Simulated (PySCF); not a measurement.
Predicted microwave data (PBE0/pcSseg-1 in PySCF (dipole) on a GFN2-xTB geometry, gas phase) for one isomer of C5H13NO3Si:

* Rotational constants: A = 1284, B = 1044, C = 758.3 MHz
* Dipole components: |μa| = 0.74 D, |μb| = 0.62 D, |μc| = 0.71 D
* Inertial defect: -211.17 u·Å²
* κ: 0.09

Question: Which structure is it? (One computed conformer of each.)
A. `[CH3:1][NH:2][Si@@H:3]1[O:4][CH2:5][CH2:6][C@H:7]([O:8][CH3:9])[O:10]1` with C1–N2–Si3–O4 -172°, C6–C7–O8–C9 180°, N2–Si3–O4–C5 -126°, Si3–O4–C5–C6 -20°, O4–C5–C6–C7 56°, C5–C6–C7–O8 57°
B. `[CH3:1][CH2:2][C:3](=[O:4])[O:5][Si@H:6]([OH:7])[N:8]([CH3:9])[CH3:10]` with C1–C2–C3–O4 5°, C2–C3–O5–Si6 178°, C3–O5–Si6–O7 -31°, O5–Si6–O7–H 33°, O5–Si6–N8–C9 168°
C. `[CH3:1][NH:2][Si@@H:3]1[O:4][CH2:5][CH2:6][C@@H:7]([O:8][CH3:9])[O:10]1` with C1–N2–Si3–O4 -173°, C6–C7–O8–C9 -173°, N2–Si3–O4–C5 -143°, Si3–O4–C5–C6 45°, O4–C5–C6–C7 -61°, C5–C6–C7–O8 -60°
D. `[CH3:1][NH:2][Si@@H:3]([O:4][CH3:5])[C@H:6]([CH3:7])[C:8](=[O:9])[OH:10]` with C1–N2–Si3–O4 175°, N2–Si3–O4–C5 171°, N2–Si3–C6–C7 -63°, Si3–C6–C8–O9 90°, C6–C8–O10–H 177°
E. `[CH3:1][CH2:2][O:3][Si:4]([OH:5])([OH:6])[C@H:7]1[CH2:8][CH2:9][NH:10]1` with C1–C2–O3–Si4 -78°, C2–O3–Si4–O5 -129°, O3–Si4–O5–H -51°, O3–Si4–O6–H -152°, O3–Si4–C7–C8 -91°

Answer: E. It is CCO[Si](O)(O)[C@H]1CCN1, an asymmetric top, point group C1. The candidates at the same level (rigid rotor, commonest isotopes):

| SMILES | A (MHz) | B (MHz) | C (MHz) | μa (D) | μb (D) | μc (D) | Δ (u·Å²) | point group | rotor |
| --- | --- | --- | --- | --- | --- | --- | --- | --- | --- |
| CCO[Si](O)(O)[C@H]1CCN1 | 1284 | 1044 | 758.3 | 0.74 | 0.62 | 0.71 | -211.17 | C1 | asymmetric top |
| CN[Si@@H]1OCC[C@@H](OC)O1 | 1784 | 879.5 | 683.0 | 0.26 | 0.73 | 0.27 | -117.93 | C1 | asymmetric top |
| CN[Si@@H]1OCC[C@H](OC)O1 | 1553 | 1026 | 743.6 | 0.01 | 0.72 | 0.07 | -138.27 | C1 | asymmetric top |
| CN[Si@@H](OC)[C@H](C)C(=O)O | 1389 | 862.3 | 685.9 | 1.16 | 0.91 | 0.99 | -213.17 | C1 | asymmetric top |
| CCC(=O)O[Si@H](O)N(C)C | 2426 | 602.3 | 509.7 | 0.05 | 2.40 | 0.21 | -55.90 | C1 | near-prolate asymmetric top |

`CN[Si@@H](OC)[C@H](C)C(=O)O` has B 17 % too low; `CN[Si@@H]1OCC[C@@H](OC)O1` has A 39 % too high; `CN[Si@@H]1OCC[C@H](OC)O1` has A 21 % too high; `CCC(=O)O[Si@H](O)N(C)C` has A 89 % too high. No structure here is proved a minimum.
